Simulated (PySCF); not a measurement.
Compound: C₅H₃F₃O₂.
SMILES with atom numbers: `[O:1]=[C:2]1[O:3][CH2:4][C@H:5]1[C:6]([F:7])=[C:8]([F:9])[F:10]` (hydrogens: H11, H12 on C4; H13 on C5)

Geometry (PBE0-D3(BJ)/def2-SVP, Å), atoms numbered from 1 in this order:
```
atom  x, y, z in Å
O1     2.0131    1.3443   -1.1322
C2     1.6013    0.5338   -0.3762
O3     2.2028    0.0016    0.7143
C4     1.0372   -0.7737    1.0684
C5     0.3105   -0.2895   -0.1970
C6    -0.9462    0.4645   -0.0459
F7    -0.9368    1.4174    0.8897
C8    -2.0543    0.2780   -0.7638
F9    -2.1545   -0.6342   -1.6995
F10   -3.1503    0.9684   -0.6217
H11    1.2680   -1.8463    1.1189
H12    0.6050   -0.4209    2.0149
H13    0.2133   -1.0498   -0.9839
```

Linear response at CAM-B3LYP/def2-SVPD (PySCF, frozen core in the response, non-relativistic). One conformer (not necessarily the lowest) at the PBE0-D3(BJ)/def2-SVP geometry, without solvent, vibrations or thermal averaging.

Static isotropic polarisability: 65.87 au (9.76 Å³), principal values 53.5, 62.9, 81.1 au.

Task: What is the polarisability at 1064 nm and at the sodium D line?

Result: 66.38 au at 1064 nm (+0.8 %), 67.58 au at 589.3 nm (+2.6 %). The rise at 589.3 nm is 3.38 times that at 1064 nm; a pure ω² law gives 3.26. The lowest singlet lies at 211 nm, shorter than both wavelengths.

Task: What is the isotropic C6 coefficient between two such molecules, C6 = (3/π)∫α(iω)² dω?

Result: 2061 au (Eh·bohr⁶) by a ten-point quadrature over imaginary frequencies, which is 1230 eV·Å⁶ or 119 J·nm⁶/mol.

Task: Which effective excitation energy ω̄ makes London's formula C6 = (3/4)α²ω̄ exact here?

Result: ω̄ = 4·C6/(3α²) = 0.633 Eh = 17.2 eV. A one-pole form α(ω) = α/(1 − ω²/ω̄²) fitted to the 1064 nm value gives 13.3 eV.

Task: What three-body coefficient follows from the one-pole estimate C9 = (3/4)·α·C6?

Result: 102000 au. This is an estimate from the two numbers above, not a computed integral.

Task: What n − 1 at the D line would an ideal gas of it have at 273.15 K and 1 atm (2.6868 × 10¹⁹ cm⁻³), by n − 1 = 2π·N·α′?

Result: 16.91 × 10⁻⁴, a formal value whether or not that pressure can be reached.

Task: How many electrons N does the Slater–Kirkwood formula C6 = (3/4)·√N·α^(3/2) need to give this C6?

Result: N = (4·C6/3)²/α³ = 26.4; the species has 76 electrons in all.

Task: How anisotropic is the static polarisability, by Δα² = ½[(α1 − α2)² + (α2 − α3)² + (α3 − α1)²]?

Result: Δα = 24.3 au, or 0.37 of the isotropic value.

Task: The lowest 6 singlets have (eV, f): 5.87, 0.004; 6.63, 0.012; 7.25, 0.267; 7.39, 0.098; 7.56, 0.131; 7.88, 0.013. What share of the static polarisability do they carry in the sum over states α = Σ f/ω²?

Result: 7.25 au, 11.0 % of α; the largest term, 3.77 au, is that of the state at 7.25 eV. Their oscillator strengths add up to 0.53. Higher states carry the rest.

The run took 2.8 min wall on an Intel Xeon at 2.50 GHz with one thread, shared host with 64 logical CPUs at a one-minute load of 60, and the process peaked at 1.2 GiB of memory. This is the whole response run at CAM-B3LYP/def2-SVPD, SCF included.
